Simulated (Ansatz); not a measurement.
The same path of BClFHO (5 atoms, charge 0, multiplicity 1) was run twice with different band settings. Lost on the way: B1–Cl2, O3–H4. Made: Cl2–H4.

These are results of UKS B3LYP-D4/def2-SVP (Ansatz 0.2.0), not measurements.

Relaxed end points:

```xyz
5
Properties=species:S:1:pos:R:3
B -0.138 -0.047 0.357
Cl 1.140 -1.278 0.452
O -0.350 0.688 -0.746
H 0.252 0.486 -1.473
F -0.905 0.149 1.411
```

```xyz
5
Properties=species:S:1:pos:R:3
B -0.862 0.571 0.466
Cl 1.657 -1.320 -0.442
O -0.624 0.907 -0.672
H 0.960 -0.390 -1.023
F -1.130 0.231 1.672
```

Common settings: spring 5.0 eV/Å²; optimiser quadratic models (default); start path through a guess of the saddle point; force threshold 0.05 eV/Å; iteration limit 60; end points relaxed.

| run | movable images | climbing image |
| --- | --- | --- |
| 1 | 7 | yes |
| 2 | 3 | no |

(1) What does each run give, and how far can it be trusted?

Results:

(1) Run 1: converged after 13 iterations, highest image 2.338 eV above the first end. A vibrational analysis at the climbing image gives one clearly imaginary mode, 1078i cm⁻¹: a first-order saddle point.
Run 2: converged after 8 iterations, highest image 2.231 eV above the first end. Neighbouring images differ by up to 1.7 eV, so the band resolves the path poorly. No image climbed, so the highest image needn't sit at the top of the path. So few images can step over the top or miss a turn of the path.
The orbitals stay closed-shell, which can raise the energy where a bond breaks towards radicals; this wasn't checked here.
